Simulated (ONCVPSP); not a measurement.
## Before and after: ONCV potential for Hf

| Property | Result |
| --- | --- |
| Element | Hf |
| Generator | ONCVPSP 4.0.1 |
| Type | optimised norm-conserving Vanderbilt (ONCV) |
| Functional | PBE |
| Relativity | scalar-relativistic |
| Frozen core | [Kr] 4d10 4f14 |
| Valence charge | 12 |
| Reference configuration | 5s2 5p6 5d2 6s2 |
| Partial waves | 5s+6s: rc 1.55 bohr, ncon 4, nbas 8, qcut 6.4 1/bohr, 2 projectors; 5p: rc 2.05 bohr, ncon 4, nbas 9, qcut 6.6 1/bohr, 2 projectors, debl 2.4 Ha; 5d: rc 3.15 bohr, ncon 3, nbas 8, qcut 5.1 1/bohr, 1 projector; f scattering state at 0.08 Ha: rc 3.35 bohr, ncon 4, nbas 8, qcut 3.3 1/bohr, 2 projectors, debl 1.9 Ha |
| Local potential | polynomial inside 1.15 bohr (lpopt 5, dvloc0 -1 Ha) |
| Core correction | polynomial model core, fcfact 0.45 |

Change: d: nproj 3.

Cutoffs: the cutoffs (Ha) at which the residual kinetic energy of the hardest occupied pseudo-wave falls to 1 and 0.1 mHa per electron; they do not see the model core or the augmentation charge, which bear on the density cutoff. Errors are all-electron minus pseudo energies relative to the spin-unpolarised reference configuration.

Q: Predict the effect on cutoff, ghosts and configuration errors.

A: The potential gets neither clearly harder nor softer (19 Ha and 44 Ha → 19 Ha and 44 Ha); both files keep a bound ghost (f); of the 3 tests that both files solve, the error grows in 0 and shrinks in 3 by more than 15 % and 0.3 meV (median size 4.2 → 3.5 meV); the range in which the d phases agree widens (upper end 0.5 → at the end of the scan).

```csv
quantity,base,changed
"cutoff, loose",19 Ha,19 Ha
"cutoff, tight",44 Ha,44 Ha
bound ghosts,f,f
GHOST(+) flags under 300 eV,"s at 85.5 eV, d at 198.3 eV",s at 85.5 eV
tests with a reliable result,3 of 4,3 of 4
"error for 5s2 5p6 5d2 6s1, meV [ΔE 7.98 eV]",-4.2,-3.5
"error for 5s2 5p6 5d2 6s0, meV [ΔE 22.16 eV]",-26,-21
"error for 5s2 5p6 5d2 6s1 6p1, meV [ΔE 3.83 eV]",-1.7,-1.4
s: phases at 1.57 bohr within 0.05 rad from the reference energy up to (Ha; the scan ends near 5),2.4,2.4
p: phases at 2.08 bohr within 0.05 rad from the reference energy up to (Ha; the scan ends near 5),to the end of the scan,to the end of the scan
d: phases at 3.20 bohr within 0.05 rad from the reference energy up to (Ha; the scan ends near 5),0.5,to the end of the scan
f: phases at 3.40 bohr within 0.05 rad from the reference energy up to (Ha; the scan ends near 5),n/a,n/a
"rms error of d²Exc/dni dnj with the model core, mHa",0.67,0.67
```

 A true bound ghost makes a file unfit for plane-wave use even where its test errors are small: the radial tests pick states by their node count and pass the ghost by.
